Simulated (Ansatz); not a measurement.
Sn₂H₄S₂⁺, that is cyclo-(H2SnS)2 with one electron fewer. Charge 1, multiplicity 2. Geometry PBE-D4/def2-SVP, that of the neutral singlet; atoms count from 1.

```xyz
8

Sn    0.419    0.016    1.591
H     0.370   -1.375    2.619
H     0.960    1.430    2.430
S     1.732   -0.397   -0.452
Sn   -0.419   -0.017   -1.591
H    -0.368    1.378   -2.615
H    -0.961   -1.428   -2.434
S    -1.734    0.393    0.452
```

In the def2 sets Sn takes a core potential; there is no spin–orbit coupling.

(1) Estimate the Mulliken populations from the PBE0/def2-TZVP orbitals of Ansatz.

(2) Where does the spin sit?

(3) And the Mayer bond orders between bonded heavy atoms (over 0.3)?

Answers

(1) 
| atom | charge (e) | spin (α − β) |
| --- | --- | --- |
| Sn1 | 0.55 | -0.05 |
| H2 | 0.09 | 0.07 |
| H3 | 0.09 | 0.07 |
| S4 | -0.23 | 0.41 |
| Sn5 | 0.55 | -0.05 |
| H6 | 0.09 | 0.07 |
| H7 | 0.09 | 0.07 |
| S8 | -0.23 | 0.41 |
Mulliken values and Mayer orders depend strongly on the basis.

(2) Summed by element: Sn -0.10, H 0.28, S 0.81, of 1 unpaired in all. Largest on single atoms: S4 0.41, S8 0.41, H3 0.07.

(3) Sn1–S4 0.89 (2.46 Å); Sn1–S8 0.89 (2.46 Å); S4–Sn5 0.89 (2.46 Å); Sn5–S8 0.89 (2.46 Å). Values over 0.3 also appear between atoms too far apart for a bond (S4–S8 0.40 at 3.67 Å); they arise where an orbital or an unpaired electron spreads over both atoms.
